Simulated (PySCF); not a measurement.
# Spectroscopy problems

All values are calculated (PySCF 2.14): geometry: GFN2-xTB, shielding tensors at PBE0/pcSseg-1 (GIAO). A single conformation, non-relativistic Hamiltonian, rapidly exchanging positions averaged, no solvent model.

Chemical shifts δ = σref − σ; TMS for $^{1}$H (σ = 31.72 ppm), $^{13}$C (σ = 186.93 ppm), all at this level. Splittings of carbon signals by F and P are missing where no couplings were computed. Where no couplings were computed, multiplicities follow the n + 1 count of equivalent neighbours, and m marks all less simple cases (inequivalent or close neighbours, rings, F or P nearby). Shifts are as computed. Against solution values, carbons near 30 ppm lie about +3 ppm off and those near 130 ppm about +5 ppm; carbons on Cl a further +6 ppm. Of 1211 compounds with measured shifts, 218 miss one by over three times the rms of a fit or turn the order of signals round; such compounds aren't used in these exercises. Carbons bonded to Cl come out too deshielded.

**Question.** C6H12FPSi. $^{1}$H NMR (300 MHz, computed): δ 8.24 (m, 1H), 1.73 (m, 2H), 0.17 (s, 9H). $^{13}$C{$^{1}$H} NMR (computed): δ 258.3 (C), 154.4 (CH), 30.7 (CH2), 1.5 (CH3). What is it?

**Answer.** SMILES C[Si](C)(C)CP=C=CF. 4 carbon signals for 6 carbons: some carbons are equivalent by symmetry or fast rotation. Carbon types of the structure: 1 × C, 1 × CH, 1 × CH2, 3 × CH3, which accounts for all hydrogens. δC 258.3: cumulene carbon. δC 154.4: alkene CH; an sp2 carbon of a C=C bond. δC 1.5: methyl carbon bonded to Si; an electropositive neighbour leaves it electron-rich and shielded. δH 0.17: hydrogen on a methyl carbon bonded to Si; an electropositive neighbour shields it, as in TMS itself.

The data come from this structure; uniqueness wasn't tested.

**Question.** C7H11ClSi. $^{1}$H NMR (300 MHz, computed): δ 6.68 (m, 1H), 5.91 (m, 1H), 5.54 (m, 1H), 5.50 (m, 1H), 4.76 (m, 1H), 4.76 (m, 1H), 2.47 (m, 1H), 1.96 (m, 1H), 1.80 (s, 3H). $^{13}$C{$^{1}$H} NMR (computed): δ 174.9 (C), 151.3 (CH), 135.0 (CH), 119.6 (CH2), 73.8 (C), 26.6 (CH3), 17.2 (CH2). Identify the compound.

**Answer.** `Cl[C@](C=C)(C)C1=C[SiH2]C1`. The formula gives 3 degrees of unsaturation (1 ring in the answer). 7 carbon signals for 7 carbons: no two carbons are equivalent. Carbon types of the structure: 2 × C, 2 × CH, 2 × CH2, 1 × CH3, leaving 2 H on heteroatoms. δC 174.9: fully substituted alkene carbon. δC 151.3, 135.0: alkene CH; the olefinic region. δC 119.6: terminal =CH2 carbon; the olefinic region. δC 73.8: allylic fully substituted sp3 carbon bonded to Cl; deshielded by the electronegative neighbour.

The data come from this structure; uniqueness wasn't tested.
